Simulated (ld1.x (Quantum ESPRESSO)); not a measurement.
## What one change does to a pseudopotential (boron, TM)

```json
{
 "Element": "boron (B)",
 "Generator": "ld1.x (Quantum ESPRESSO) 7.5",
 "Type": "norm-conserving Troullier–Martins (Kleinman–Bylander form)",
 "Functional": "LDA (PZ)",
 "Relativity": "scalar-relativistic",
 "Frozen core": "[He]",
 "Valence charge": "3",
 "Reference configuration": "2s1.75 2p1.25",
 "Partial waves": "2p (bound): rc 2.45 bohr; 3d channel at 0.45 Ry: rc 2.20 bohr; 2s (bound): rc 1.70 bohr",
 "Local potential": "the s channel",
 "Core correction": "none"
}
```

Change: wave 2p (bound): rc 2.45 bohr becomes 2p (bound): rc 2.58 bohr.

Cutoffs: the cutoffs (Ry, on a coarse ladder) from which the occupation-weighted sum of valence levels, in a spherical-Bessel basis at the reference potential, stays within 10 and 1 mRy of its value at 400 Ry; they do not see the model core or the augmentation charge, which bear on the density cutoff. Errors are all-electron minus pseudo energies relative to the spin-unpolarised reference configuration.

Predict the effect on cutoff, ghosts and configuration errors.

The potential gets neither clearly harder nor softer (18 Ry and 40 Ry → 18 Ry and 40 Ry); of the 9 tests that both files solve, the error grows in 2 and shrinks in 1 by more than 15 % and 0.3 meV (median size 3.7 → 5.0 meV); neither file shows a bound ghost.

```tsv
quantity	base	changed
cutoff, loose	18 Ry	18 Ry
cutoff, tight	40 Ry	40 Ry
bound ghosts	none	none
error for 2s2 2p1, meV [ΔE -1.42 eV]	0.0	-0.1
error for 2s2 2p0, meV [ΔE 6.91 eV]	+57	+65
error for 2s1 2p0, meV [ΔE 32.21 eV]	+213	+239
error for 2s1 2p2, meV [ΔE 4.27 eV]	+0.2	-0.7
error for 2s0 2p3, meV [ΔE 9.98 eV]	+3.7	-1.2
error for 2s2 2p1.3, meV [ΔE -2.19 eV]	-0.5	-0.7
error for 2s1 2p1, meV [ΔE 12.86 eV]	-3.1	-5.0
error for 2s1.75 2p1.25 (spin-polarised), meV [ΔE -0.56 eV]	+52	+50
error for 2s2 2p1 (spin-polarised), meV [ΔE -1.65 eV]	+21	+20
```
